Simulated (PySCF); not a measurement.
Computed shifts of a molecule Cl2H6Si3, PBE/pcSseg-1 (PySCF), GIAO, gas phase, atoms alike by connectivity averaged where their shifts nearly agree, in ppm (number of nuclei): ²⁹Si: 40.1 (1), -104.8 (1), -114.1 (1). ¹H: 6.94 (1), 4.07 (3), 3.86 (2). References: ²⁹Si against TMS (σ = 335.4 ppm); ³⁵Cl against HCl (σ = 936.5 ppm); ¹H against TMS (σ = 31.49 ppm), references at their B3LYP-D3(BJ)/def2-TZVP geometries, non-relativistic (without spin–orbit terms, shifts of atoms bonded to Cl or Br come out too high). Geometry: B3LYP-D3(BJ)/def2-SVP. One conformer was computed; it need not be the lowest.

Q: Identify the compound among the candidates.
A. [SiH3][Si]([SiH3])(Cl)Cl
B. [SiH3][SiH2][SiH](Cl)Cl
C. Cl[SiH2][SiH2][SiH2]Cl
D. [SiH3][Si@H](Cl)[SiH2]Cl

A: B, [SiH3][SiH2][SiH](Cl)Cl
